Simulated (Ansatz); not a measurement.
In3As3⁺ was relaxed with PBE-D4 (def2-SVP) in Ansatz in these states: charge +1 doublet, charge +1 quartet. The geometries follow in no particular order.

In the def2 sets In takes a core potential; there is no spin–orbit coupling.

A:

| atom | x (Å) | y (Å) | z (Å) |
| --- | --- | --- | --- |
| In1 | -2.157 | 0.554 | -1.554 |
| In2 | -0.180 | -2.024 | -1.603 |
| In3 | 2.244 | 0.151 | 2.139 |
| As4 | 1.132 | 0.463 | -0.635 |
| As5 | -0.416 | -0.751 | 1.076 |
| As6 | -0.622 | 1.608 | 0.576 |

B:

| atom | x (Å) | y (Å) | z (Å) |
| --- | --- | --- | --- |
| In1 | 3.071 | 0.181 | 0.013 |
| In2 | 0.837 | 2.379 | 1.500 |
| In3 | -2.882 | -1.656 | -0.973 |
| As4 | -0.798 | 0.824 | -0.891 |
| As5 | -0.733 | -0.499 | 1.157 |
| As6 | 0.504 | -1.230 | -0.806 |

**Question.** Judge from the bond lengths which geometry belongs to which state (an estimate).

**Answer.** A is the charge +1 doublet (In2–As5 2.975 Å, In2–As4 2.974 Å, In3–As5 3.004 Å); B is the charge +1 quartet (In2–As5 3.296 Å, In2–As4 3.288 Å, In3–As5 3.240 Å).

At PBE0-D4/def2-TZVP a doublet lies 1.50 eV below the charge +1 quartet. These are the stationary points nearest to one start from a short search; other shapes may lie lower in each state.
